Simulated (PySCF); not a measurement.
**Two-dimensional NMR puzzle**

Compound of formula C$_{4}$H$_{6}$F$_{2}$O$_{2}$Si. Correlations simulated from computed shifts and the bond graph:

HSQC (one-bond C–H):
| δH | δC |
| --- | --- |
| 8.27 | 170.6 |
| 5.15 | 93.1 |
| 1.97 | 23.3 |
| 1.88 | 23.3 |

COSY cross peaks (H two or three bonds apart, from the bond graph; peaks can be absent where the dihedral angle is near 90°):
| δH | δH |
| --- | --- |
| 5.15 | 1.97 |
| 5.15 | 1.88 |
| 4.74 | 4.55 |
| 4.74 | 1.97 |
| 4.74 | 1.88 |
| 4.55 | 1.97 |
| 4.55 | 1.88 |
| 1.97 | 1.88 |

HMBC (two and three bonds, from the bond graph):
| δH | δC |
| --- | --- |
| 8.27 | 118.6 |
| 5.15 | 118.6, 23.3 |
| 4.74 | 118.6, 93.1, 23.3 |
| 4.55 | 118.6, 93.1, 23.3 |
| 1.97 | 118.6, 93.1 |
| 1.88 | 118.6, 93.1 |

Carbons without hydrogens: δ 118.6.

- PBE0/pcSseg-1 with gauge-including orbitals
- GFN2-xTB geometry
- program: PySCF
- relativity neglected, one conformer, gas phase

References, each an isolated molecule treated in the same way: TMS for $^{1}$H, $^{13}$C.

Exchangeable hydrogens are left out of these lists.

Which molecule is this?

Answers

`O=CO[C@@]1(F)[SiH2]C[C@@H]1F`.

Atoms are numbered as in `[O:1]=[CH:2][O:3][C@@:4]1([F:5])[SiH2:6][CH2:7][C@@H:8]1[F:9]`; H(Xn) means a hydrogen on atom n. Ha(Si6), Ha(C7) are cis to F9 on the ring; Hb(Si6), Hb(C7) are trans to F9 on the ring.

δC 170.6 is C2, an ester carbonyl carbon (δH 8.27). δC 118.6 is C4, a fully substituted sp3 carbon bonded to F and O and Si. δC 93.1 is C8, an sp3 CH bonded to F (δH 5.15). δC 23.3 is C7, an sp3 CH2 bonded to Si (δH 1.97, 1.88). HMBC from δH 8.27 reaches the proton-free carbon C4. HMBC from δH 5.15 reaches the proton-free carbon C4. HMBC from δH 4.74 reaches the proton-free carbon C4. HMBC from δH 4.55 reaches the proton-free carbon C4. COSY links 5.15–1.97, 5.15–1.88, 4.74–4.55, 4.74–1.97, 4.74–1.88, 4.55–1.97.

This is the structure that produced the data.

Shifts are as computed. Against solution values, carbons near 30 ppm lie about +3 ppm off and those near 130 ppm about +5 ppm. Of 1309 compounds with measured shifts, 239 miss one by over three times the rms of a fit or turn the order of signals round; such compounds aren't used in these exercises.
